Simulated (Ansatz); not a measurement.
Basis sets compared for the cluster Li9O5 (the lowest doublet isomer of a short search). The state is a doublet with charge 0. Geometry PBE-D4/def2-SVP. Ansatz on 4 threads of Arm Neoverse V2 on a shared host; times are rough, and most runs start from earlier orbitals.

Cartesian coordinates in Å:
```
Li -0.864 1.202 -1.592
Li 1.251 2.215 0.033
Li -0.718 -1.480 1.941
Li -1.733 1.498 1.106
Li 0.249 -2.048 -0.682
Li -1.936 -0.815 -0.546
Li 2.266 -0.763 0.867
Li 0.080 0.111 0.297
Li 1.323 -0.028 -1.720
O -0.526 2.088 -0.070
O 0.779 -1.741 1.003
O 2.044 0.636 -0.218
O -1.789 -0.285 1.160
O -0.427 -0.588 -1.580
```

The structure comes from a short search, and lower isomers may exist.

Binding counts from free atoms (Li doublet, O triplet) in the same basis, without a counterpoise term.

```json
{"level": "PBE-D4/def2-SVP", "functions": "151", "energy (Eh)": "-443.4684", "HOMO (eV)": "-4.06", "LUMO (eV)": "-3.53", "binding per atom (eV)": "3.52", "wall time": "6 s"}
{"level": "PBE0-D4/def2-SVP", "functions": "151", "energy (Eh)": "-443.4527", "HOMO (eV)": "-4.79", "LUMO (eV)": "-2.97", "binding per atom (eV)": "3.29", "wall time": "7.5 s"}
```

(1) Estimate the rows for PBE-D4/def2-TZVP (with forces), PBE0-D4/def2-TZVP.

Answers

(1) 
```tsv
level	functions	energy (Eh)	HOMO (eV)	LUMO (eV)	binding per atom (eV)	wall time
PBE-D4/def2-TZVP (with forces)	281	-443.9423	-4.14	-3.63	3.38	11 s
PBE0-D4/def2-TZVP	281	-443.9230	-4.87	-3.07	3.16	17 s
```
